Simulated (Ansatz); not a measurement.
The molecule PS+, closed-shell singlet (lowest of 2S+1 = 1, 3, 5 at CCSD(T)/def2-TZVPP on PBE0 minima; our sources give no spin for the ground state, which may be another).

The constants come from a fifth-degree fit in 1/R (seven points, main isotopes). Runs in def2 and cc sets follow the lowest solution found near the PBE0 minimum. The singlet is held restricted. HF and MP2 rows in def2 and cc sets belong to the determinant that coupled cluster picked by its CCSD energy.

Correlated levels freeze the cores. CBS(a, b) extrapolates the correlation energy as X⁻³ and adds the Hartree–Fock energy of set b.

Codes used: Ansatz (a first-principles code). Values without a source in brackets are computed.

| level | r_e (Å) | ω_e (cm⁻¹) | ω_e x_e (cm⁻¹) |
|---|---|---|---|
| HF/def2-TZVPP | 1.785 | 991 | 2.4 |
| B3LYP/def2-TZVPP | 1.826 | 871 | 2.7 |
| MP2/aug-cc-pV(T+d)Z | 1.849 | … | 3.6 |
| MP2/def2-TZVPP | 1.846 | 811 | 3.6 |
| MP2/aug-cc-pV(Q+d)Z | 1.843 | 813 | 3.6 |
| MP2/aug-cc-pV(5+d)Z | 1.840 | 816 | 3.6 |
| SCS-MP2/def2-QZVPP | 1.838 | 828 | 3.4 |
| CCSD(T)/CBS(aug-cc-pV(Q+d)Z, aug-cc-pV(5+d)Z) | … | … | 3.1 |

Q: Complete the blanks.

A: 
- CCSD(T)/CBS(aug-cc-pV(Q+d)Z, aug-cc-pV(5+d)Z), r_e (Å): 1.830
- CCSD(T)/CBS(aug-cc-pV(Q+d)Z, aug-cc-pV(5+d)Z), ω_e (cm⁻¹): 850
- MP2/aug-cc-pV(T+d)Z, ω_e (cm⁻¹): 804

Doubts at one or more of the structures used: a restricted determinant that unrestricted orbitals would lower (HF/def2-TZVPP, MP2/aug-cc-pV(T+d)Z, MP2/def2-TZVPP, MP2/aug-cc-pV(Q+d)Z, MP2/aug-cc-pV(5+d)Z, SCS-MP2/def2-QZVPP, CCSD(T)/CBS(aug-cc-pV(Q+d)Z, aug-cc-pV(5+d)Z)).
